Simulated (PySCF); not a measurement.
**Bond length, frequency and bond energy of SnCl by level of theory**

State: ²Π (doublet), unpaired electrons π ↑. Set-up: PySCF, spin-free X2C with a Gaussian nucleus, basis sets Sn x2c-SVPall, Cl x2c-SVPall. De refers to Sn + Cl in their high-spin ground configurations, without counterpoise correction. The functionals are run spin-unrestricted. A positive dipole means Sn(−)Cl(+).

```
      Level  Re (Å)  ωe (cm⁻¹)  De (eV)  μ (D)
        UHF   2.403        355     2.51  -3.14
    UHF-MP2   2.385        368     3.44    n/a
UHF-SCS-MP2   2.393        362     3.35    n/a
   UHF-CCSD   2.394        361     3.24    n/a
UHF-CCSD(T)   2.396        360     3.34    n/a
        PBE   2.406        347     4.08  -2.32
       TPSS   2.405        349     4.03  -2.48
     r²SCAN   2.392        357     3.91  -2.48
      M06-L   2.410        346     4.17  -2.76
       PBE0   2.387        360     3.87  -2.57
  BHandHLYP   2.390        360     3.59  -2.77
  CAM-B3LYP   2.383        363     3.77  -2.57
```

The bond length runs from 2.383 Å (CAM-B3LYP) to 2.410 Å (M06-L). De spans 2.51 eV (UHF, mean field) to 4.17 eV (M06-L, meta-GGA). Correlation at CCSD(T) changes the Hartree–Fock bond energy by +0.83 eV; the triples alone change it by +0.10 eV.

Correlated steps freeze 23 core orbitals. Correlated levels converge slowly with the basis: in double zeta they bind strong bonds too weakly, by up to about 1 eV, and carry superposition errors of some tenths. Spin–orbit coupling is left out, which matters for elements this heavy, above all for dissociation energies. The state is the lowest determinant that a PBE0 search found; another state may lie lower at other levels.

The whole job (state search and all levels along the bond) took about 2.9 min on 1 thread of Arm Neoverse V1 (shared host), peak memory 0.6 GiB.
